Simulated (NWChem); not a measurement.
Molecule: AlH2SeF; SMILES [AlH]([F])[SeH]

```xyz
5

Al    -0.5338    -1.1570     0.0000
F      0.6599    -2.3170    -0.0008
H     -2.0417    -1.6087    -0.0001
Se     0.1695     1.0345     0.0015
H     -1.2287     1.4965     0.0019
```
Atoms are numbered in this order, from 1.

Geometry: optimised at PBE0/def2-SVP.

Spin-orbit effects, on the heavy nuclei and on their neighbours, are missing.

### Question
Give the principal values of the shielding tensors (ppm) of Al1, F2, Se4 from PBE0/pcSseg-1, GIAO (NWChem), with their diamagnetic and paramagnetic parts as GIAO splits them.

### Answer
| atom | σ11 | σ22 | σ33 | isotropic | diamagnetic | paramagnetic |
|---|---|---|---|---|---|---|
| Al1 | 305.8 | 358.1 | 471.4 | 378.4 | 793.9 | -415.5 |
| F2 | 198.1 | 345.8 | 371.4 | 305.1 | 470.5 | -165.4 |
| Se4 | 2067.4 | 2076.1 | 2217.2 | 2120.2 | 3001.1 | -880.9 |
